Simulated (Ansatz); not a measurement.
Geometry optimisation, RKS B3LYP-D4/def2-SVP in Ansatz 0.2.0.

The input (input.yaml):

```yaml
crystal:
  periodic: [false, false, false]
  atoms:
    - { symbol: Ge, position_ang: [0.0, 0.0, 0.0] }
    - { symbol: F, position_ang: [0.0, 0.0, 2.03] }
    - { symbol: F, position_ang: [1.5842, 0.0, -0.5594] }
    - { symbol: Cl, position_ang: [-1.0456, 1.8115, -0.7393] }
    - { symbol: O, position_ang: [-0.8337, -1.4443, -0.5894] }
    - { symbol: H, position_ang: [-1.2883, -1.91, 0.183] }
    - { symbol: Br, position_ang: [1.0122, 2.3539, 0.8514] }
    - { symbol: H, position_ang: [0.4684, 1.0894, 1.9769] }
basis:
  gaussian: { orbitals: def2-SVP }
hamiltonian:
  xc: b3lyp
  dispersion: d4
relax:
  f_tol: 0.15
  max_steps: 25
  restrain:
    - { distance: [0, 6], at: 3.6, k: 30.0 }
    - { distance: [7, 1], at: 2.12, k: 30.0 }
    - { distance: [0, 1], at: 1.68, k: 30.0 }
    - { distance: [7, 6], at: 1.55, k: 30.0 }
```

Command:

```bash
$ ansatz run input.yaml --threads 4 --pin off --max-ram 5120MiB --backend cpu --events-out ev --progress --plain --runs-dir out
```

Where does it end, and by what steps?

The forces met the threshold. The restraints hold the end off the free minimum; the threshold counts their pulls, which the force column leaves out. Restrained pairs: Ge1–Br7 (2.70 → 3.61 Å), F2–H8 (1.19 → 2.12 Å), Ge1–F2 (2.03 → 1.71 Å), Br7–H8 (1.78 → 1.50 Å). After 8 steps the energy has fallen by 2.899 eV (the restraints' own energy left out); Br7 moved furthest, 0.79 Å.

```json
{"step": "0", "energy less start (eV)": "0.0000", "largest force component (eV/Å)": "3.596", "accepted": "yes"}
{"step": "1", "energy less start (eV)": "-0.8644", "largest force component (eV/Å)": "3.874", "accepted": "yes"}
{"step": "2", "energy less start (eV)": "-1.5485", "largest force component (eV/Å)": "5.562", "accepted": "yes"}
{"step": "3", "energy less start (eV)": "-2.2347", "largest force component (eV/Å)": "4.662", "accepted": "yes"}
{"step": "4", "energy less start (eV)": "-2.8079", "largest force component (eV/Å)": "1.169", "accepted": "yes"}
{"step": "5", "energy less start (eV)": "-2.8712", "largest force component (eV/Å)": "1.082", "accepted": "yes"}
{"step": "6", "energy less start (eV)": "-2.8899", "largest force component (eV/Å)": "1.056", "accepted": "yes"}
{"step": "7", "energy less start (eV)": "-2.8971", "largest force component (eV/Å)": "1.062", "accepted": "yes"}
{"step": "8", "energy less start (eV)": "-2.8995", "largest force component (eV/Å)": "1.073", "accepted": "yes"}
```

```xyz
8
Properties=species:S:1:pos:R:3
Ge -0.196 -0.106 -0.110
F -0.234 -0.045 1.598
F 1.442 -0.061 -0.615
Cl -1.283 1.508 -0.949
O -0.854 -1.658 -0.576
H -1.277 -2.123 0.160
Br 1.456 2.726 1.393
H 0.843 1.660 2.252
```

The run took 35 s on 4 threads of Arm Neoverse V1 (shared host), peak memory 0.42 GiB.
